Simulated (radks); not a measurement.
The numbers below are computed, except where a source is named.
Q: The cerium ion Ce4+, configuration [Xe]. Level of theory: Dirac Kohn-Sham, exchange-only LDA, spin-unpolarised, spherical densities, finite nucleus; Fermi nuclear charge, rms radius 4.8771 fm (a radial shooting solver on a logarithmic mesh with Libxc functionals).

Spin-orbit splittings of the eigenvalues, e(l+1/2) - e(l-1/2), with zeta = 2 splitting/(2l+1) and mean radii in bohr:

shell  occ.  splitting (eV)  zeta (eV)  <r> j=l-1/2  <r> j=l+1/2
2p        6           445.9      297.3      0.08799      0.09419
3p        6           87.55      58.37       0.2684       0.2806
3d       10           18.81      7.525       0.2516       0.2554
4p        6           19.14      12.76       0.6537       0.6809
4d       10           3.385      1.354       0.7324       0.7418
4f        0               ?          ?       0.9660       0.9726
5p        6           3.274      2.183        1.602        1.668

Estimate the 4f splitting.

A: 0.3920 eV (zeta = 0.1120 eV).
